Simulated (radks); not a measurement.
Isoelectronic series with 63 electrons, each ion in its NIST ground configuration. Method: Dirac Kohn-Sham, PBEsol, spin-unpolarised, spherical densities, point nucleus; open shells are shared between the two j in proportion to 2j + 1; computed with a radial shooting solver on a logarithmic mesh with Libxc functionals. Total energies (hartree) and orbital eigenvalues (Ry):

| ion | configuration | E (hartree) | 4f7/2 | 4f5/2 | 5p3/2 |
|---|---|---|---|---|---|
| Eu | [Xe] 4f7 6s2 | -10848.3924 | -0.18260 | -0.22791 | -1.66546 |
| Tb2+ | [Xe] 4f9 | -11714.2883 | -1.21171 | -1.26968 | -2.74899 |
| Ho4+ | [Xe] 4f9 | -12621.0749 | -4.05237 | -4.13468 | -5.04625 |
| Tm6+ | [Kr] 4d10 4f11 5s2 5p4 | -13568.0188 | -6.73238 | -6.83399 | -7.51910 |
| Lu8+ | [Kr] 4d10 4f13 5s2 5p2 | -14557.5004 | -9.73291 | -9.85663 | -10.26169 |
| Ta10+ | [Kr] 4d10 4f13 5s2 5p2 | -15590.6198 | -14.17816 | -14.33788 | -13.67524 |
| Re12+ | [Kr] 4d10 4f13 5s2 5p2 | -16666.8971 | -19.24012 | -19.44177 | -17.47481 |
| Ir14+ | [Kr] 4d10 4f14 5s2 5p1 | -17788.4576 | -24.08382 | -24.32670 | -21.35885 |
| Au16+ | [Kr] 4d10 4f14 5s2 5p1 | -18954.3837 | -30.19543 | -30.49290 | -25.86192 |
| Tl18+ | [Kr] 4d10 4f14 5s2 5p1 | -20166.3083 | -36.85864 | -37.21839 | -30.72595 |
| Bi20+ | [Kr] 4d10 4f14 5s2 5p1 | -21425.3468 | -44.06111 | -44.49148 | -35.94708 |

4f7/2 drops below 5p3/2 between Lu8+ and Ta10+. 4f5/2 drops below 5p3/2 between Lu8+ and Ta10+.
